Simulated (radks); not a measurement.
The nitrogen ion N3+, configuration [He] 2s1 7f1 (not the ground configuration). Method: scalar-relativistic Kohn-Sham, r2SCAN, spin-polarised, spherical densities, finite nucleus; open shells are filled with parallel spins first; meta-GGA in the generalised Kohn-Sham scheme; Fermi nuclear charge, rms radius 2.5582 fm; computed with a radial shooting solver on a logarithmic mesh with Libxc functionals.

Unscreened Slater integrals over Kohn-Sham orbitals (eV). They are taken over the spin-up orbitals.

integral,value
"F0(7f,7f)",1.4466
"F2(7f,7f)",0.74197
"F4(7f,7f)",0.52316
"F6(7f,7f)",0.40988
"F0(7f,2s)",2.2293
"G3(7f,2s)",0.038806
"F0(7f,1s)",2.2328
"G3(7f,1s)",5.8628e-05
"F0(2s,2s)",23.398
"F0(2s,1s)",32.610
"G0(2s,1s)",2.8930
"F0(1s,1s)",112.75

Derived for the open shells (J is the average intra-shell exchange parameter used in DFT+U). 7f: F4/F2 = 0.705, F6/F2 = 0.552, J = (286 F2 + 195 F4 + 250 F6)/6435 = 0.06475 eV.
